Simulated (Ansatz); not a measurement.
`Cl[SiH2]O[SiH](Cl)Cl` + `[GeH3][SnH3]` → `Cl[SiH2][SnH3]` + `Cl[SiH](Cl)[O][GeH3]`  (redistribution)

Computed with Ansatz on PBE0-D4/def2-TZVP structures; ΔE is electronic, products minus reactants. CCSD(T)/CBS is the MP2 limit (def2-TZVPP, def2-QZVPP) plus CCSD(T) − MP2 in def2-TZVPP, frozen cores. Elements past krypton have def2 core potentials. For Ge, Sn outer-core shells are correlated without core-valence functions, which leaves a few kJ/mol of doubt a bond. Scalar relativity is left out up to krypton. Each species was taken in one conformer, which may not be the lowest.

```tsv
species	CCSD/CBS(def2) energy (Eh)
`Cl[SiH2]O[SiH](Cl)Cl`	-2034.68425
`[GeH3][SnH3]`	-2293.70485
`Cl[SiH2][SnH3]`	-965.89264
`Cl[SiH](Cl)[O][GeH3]`	-3362.45797
```

Question: Work out ΔE.

Answer: ΔE = (-965.89264) + (-3362.45797) − (-2034.68425) − (-2293.70485) = 0.03849 Eh = +101.1 kJ/mol. CCSD(T)/CBS gives +99.4 kJ/mol.

Largest T1 diagnostic among the species: 0.012.

From PBE to PBE0 (25 % exact exchange), in def2-TZVPP and without D4, ΔE moves by +4.4 kJ/mol.
